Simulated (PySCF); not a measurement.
All values below come from PBE-D3(BJ)/def2-TZVP // r2SCAN-D4/def2-SVP (PySCF). Gas-phase values, no solvent. One relaxed conformer stands for a flexible species; it need not be the lowest. Delta-SCF ions had no search for a lower state. Excitations are Tamm–Dancoff values on a coarser integration grid. The basis has no diffuse functions, so Rydberg states are missing or too high.

Reference species (SMILES): `[SiH3][GeH2][GeH2][SiH3]` (Si–Ge–Ge–Si torsion 178°) (neutral, multiplicity 1).

The vertical ionisation energy (Delta-SCF) comes out as 8.98 eV and the S1 oscillator strength is 0.718. The S1 excitation (TDA) is 6.04 eV and the S1–T1 gap (TDA) is 0.99 eV.

Changed species: `[GeH2]([GeH2][GeH2][SiH3])[SiH3]` (Si–Ge–Ge–Ge torsion 175°, Ge–Ge–Ge–Si torsion 178°) (n = 3; the reference has n = 2).

Question: What does the change do to the vertical ionisation energy (Delta-SCF), S1 oscillator strength, S1 excitation (TDA) and S1–T1 gap (TDA)?

Answer: the vertical ionisation energy (Delta-SCF) falls by 0.42 eV, to 8.56 eV; the S1 oscillator strength goes up by 0.482, to 1.20; the S1 excitation (TDA) drops by 0.43 eV, to 5.61 eV; the S1–T1 gap (TDA) falls by 0.06 eV, to 0.93 eV.
